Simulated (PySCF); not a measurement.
## Computed properties of Mg(Cl)(Et) (C2H5ClMg), SMILES [Cl][Mg][CH2]C

Mg(Cl)(Et) (C2H5ClMg), SMILES C[CH2][Mg][Cl]. Geometry: TPSSh-D3(BJ)/def2-SVP. Other conformers were not sampled. All values are computed for the isolated molecule unless a solvent is named; none is compared with measurement here.

**Structure.** The optimised structure has Cs symmetry. All 21 harmonic modes at TPSSh-D3(BJ)/def2-SVP (PySCF) are real, so it is a minimum. With heavy atoms numbered as in [Mg:1]([Cl:2])[CH2:3][CH3:4], the shortest bond between them is C3–C4 at 1.540 Å and the longest Mg1–Cl2 at 2.222 Å.

**Vibrations.** The strongest infrared lines (harmonic, unscaled, degenerate partners summed) lie at 595 cm⁻¹ (65 km/mol, Mg 65 %, C 18 %, Cl 11 %), 553 cm⁻¹ (60 km/mol, H 80 %, C 18 %), 3003 cm⁻¹ (45 km/mol, H 96 %). The softest mode is at 76 cm⁻¹ and the zero-point energy is 40.7 kcal/mol.

**Electronic structure.** PBE0/def2-TZVPD (PySCF) places the frontier levels at -7.02 and -1.17 eV, a gap of 5.85 eV, and gives a dipole moment of 2.45 D and a mean polarisability of 68.2 bohr³.

**Excitations.** TDA-CAM-B3LYP/def2-SVPD (PySCF) has S1 at 5.42 eV (229 nm, f = 0.263, bright); the most intense of the 10 singlets computed lies at 5.42 eV (f = 0.26). T1 (TDA) is at 4.22 eV, 1.20 eV under S1. No vertical singlet excitation falls in the visible range (under 3.1 eV).

**NMR.** GIAO shifts at PBE0/pcSseg-1 (PySCF) (non-relativistic, atoms alike by connectivity averaged): ¹³C from 0.0 to 16.8 ppm against TMS; ¹H from 0.6 to 1.6 ppm against TMS. Without spin–orbit terms, shifts of atoms bonded to Cl or Br come out too high.
